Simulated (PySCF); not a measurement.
HP, SMILES [PH], multiplicity 3.

The structure is a stationary point at PBE0-D3(BJ)/def2-TZVPD.

The numbers are results of PBE/def2-TZVPD run with PySCF, not measurements.

Isolated molecule, no solvent.

```json
{
 "total_energy": "-341.72226 hartree",
 "point_group": "C∞v",
 "α spin, highest occupied and lowest empty level": "-6.15 and -0.36 eV",
 "β spin, highest occupied and lowest empty level": "-7.88 and -3.93 eV",
 "dipole_moment": "0.42 D",
 "mean_static_polarisability": "28.2 bohr³ (4.18 Å³)",
 "polarisability_principal_values": "27.0, 27.0, 30.7 bohr³",
 "⟨S²⟩": "2.007 (pure state 2.00)"
}
```
